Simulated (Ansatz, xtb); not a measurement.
**Relative energy of two isomers of C4H5BrF2O**

Structure X is `F[C@@H]1C[C@](F)(Br)CO1`, a singlet and structure Y is `O=C(CCBr)C(F)F`, a singlet. Both are isolated molecules in the gas phase, relaxed with PBE0-D3(BJ)/def2-SVP; the shapes shown needn't be the lowest conformers.

X (Å):

| atom | x (Å) | y (Å) | z (Å) |
| --- | --- | --- | --- |
| C | -0.2436 | 0.7710 | 1.2096 |
| C | 0.5511 | 0.4649 | -0.0676 |
| C | 1.4125 | -0.7185 | 0.3443 |
| C | 0.6581 | -1.2853 | 1.5363 |
| Br | 1.6789 | -2.0361 | -1.0591 |
| F | -1.5804 | 0.5957 | 0.9495 |
| F | 2.6318 | -0.2793 | 0.7484 |
| O | 0.1731 | -0.1242 | 2.1737 |
| H | -0.1213 | 1.7888 | 1.6088 |
| H | -0.1477 | 0.1997 | -0.8700 |
| H | 1.1872 | 1.2951 | -0.3996 |
| H | -0.1601 | -1.9450 | 1.2022 |
| H | 1.3215 | -1.8272 | 2.2222 |

Y (Å):

```yaml
atoms:
  - { symbol: C, position_ang: [0.3434, -0.6688, -0.0171] }
  - { symbol: C, position_ang: [1.2242, -0.0238, -1.0513] }
  - { symbol: C, position_ang: [0.4709, 0.9796, -1.8903] }
  - { symbol: C, position_ang: [1.0300, -1.6977, 0.8886] }
  - { symbol: Br, position_ang: [1.6265, 1.7921, -3.2183] }
  - { symbol: F, position_ang: [2.0447, -1.1002, 1.5461] }
  - { symbol: F, position_ang: [1.5482, -2.6823, 0.1263] }
  - { symbol: O, position_ang: [-0.8270, -0.4282, 0.1298] }
  - { symbol: H, position_ang: [2.0789, 0.4390, -0.5291] }
  - { symbol: H, position_ang: [1.6639, -0.8253, -1.6692] }
  - { symbol: H, position_ang: [0.0648, 1.7949, -1.2795] }
  - { symbol: H, position_ang: [-0.3592, 0.5117, -2.4332] }
  - { symbol: H, position_ang: [0.3135, -2.1214, 1.6113] }
```

Quicker runs give these differences E(Y) − E(X): GFN2-xTB +19.07 kcal/mol; HF/STO-3G +29.96 kcal/mol (at GFN2-xTB geometries); r2SCAN-D4/def2-SVP +0.75 kcal/mol (at GFN2-xTB geometries).

Task: Estimate E(Y) − E(X) at the level CCSD(T)/def2-SVP + ΔMP2/def2-TZVPP.

Result: Too close to call at this level: CCSD(T)/def2-SVP + ΔMP2/def2-TZVPP gives E(Y) − E(X) = +0.83 kcal/mol.

The same difference at several levels:

```tsv
level	geometry	E(Y) − E(X) (kcal/mol)	departure from the last row (kcal/mol)	job, with rough time for the two
GFN2-xTB	GFN2-xTB	+19.07	+18.24	optimisation, 0.2 s
HF/STO-3G	GFN2-xTB	+29.96	+29.13	single point, 0.56 s
r2SCAN-D4/def2-SVP	GFN2-xTB	+0.75	−0.07	single point, 4.3 s
PBE0-D3(BJ)/def2-SVP	PBE0-D3(BJ)/def2-SVP	+2.20	+1.38	optimisation, 52 s
HF/def2-SVP	PBE0-D3(BJ)/def2-SVP	−5.61	−6.44	part of the CCSD(T) run
MP2/def2-SVP	PBE0-D3(BJ)/def2-SVP	−2.95	−3.77	part of the CCSD(T) run
CCSD(T)/def2-SVP	PBE0-D3(BJ)/def2-SVP	−3.33	−4.15	single point
CCSD(T)/def2-SVP + ΔMP2/def2-TZVPP	PBE0-D3(BJ)/def2-SVP	+0.83		single point, 2.6 min
```

As drawn, Y has 1 C=O in place of 2 C–O. Structure X has a 5-membered ring, Y no ring.

The largest departure from CCSD(T)/def2-SVP + ΔMP2/def2-TZVPP is that of HF/STO-3G, 29.13 kcal/mol. The last row adds to CCSD(T) the change of the MP2 difference between the two basis sets, here +4.15 kcal/mol, a large step that makes the value less sure.

With thermal terms from frequencies at re-optimised GFN2-xTB minima (ideal gas, soft modes damped towards free rotors, one conformer each, 298.15 K, 1 atm): on the last row, ΔE + ΔZPE = −0.68, ΔH = +0.24, ΔG = −2.58 kcal/mol.

The correlated steps freeze 16 core orbitals; the filled d shell of Br is correlated, in a basis made for valence electrons. Mirror images aren't counted in ΔG. Programs: Ansatz 0.2.0, xtb 6.7.1; the last row on 4 threads of Arm Neoverse V1 on a shared host.
